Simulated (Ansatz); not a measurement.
Ansatz results at the PBE0-D4/def2-TZVP geometry: LUMO energy (PBE/def2-TZVPP) -0.80 eV; HOMO energy (ωB97M-V/def2-TZVPP) -10.59 eV; LUMO energy (B3LYP/def2-TZVPP) -0.11 eV.

Task: Which molecule gave them?
A. `CSB(C)Br`
B. `Cl[SiH]1CO[SiH2]O1`
C. `CB(C)C=O`
D. `OC=C(Cl)Cl`

Result: B. The others give `CSB(C)Br`: -1.71, -9.71, -0.99; `OC=C(Cl)Cl`: -0.89, -8.92, -0.18; `CB(C)C=O`: -2.12, -9.15, -1.29.

B3LYP here is the variant with VWN-RPA as its local correlation; programs differ in this.
